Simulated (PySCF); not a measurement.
Species: trichloro(methyl)germane, CH3Cl3Ge (charge 0, singlet). SMILES: [CH3][Ge]([Cl])([Cl])[Cl]
Geometry: optimised at B3LYP-D3(BJ)/def2-TZVP (Ansatz).

Dispersion corrections to the total energy (kcal/mol) from the dftd3 and dftd4 libraries through PySCF: D3(BJ) without and D4 with the three-body term, each with the damping fitted for the functional named.

```tsv
functional	D3(BJ)	D4
TPSS	-7.81	-8.39
HSE06	-4.79	-5.12
TPSSh	[?]	-7.63
PBE0	-5.50	[?]
BLYP	-13.35	-13.18
LC-wPBE	-6.43	[?]
revPBE	-13.44	-15.29
```

**Question.** Fill in the missing entries.

**Answer.** 
- TPSSh, D3(BJ): -7.39
- PBE0, D4: -5.40
- LC-wPBE, D4: -7.07
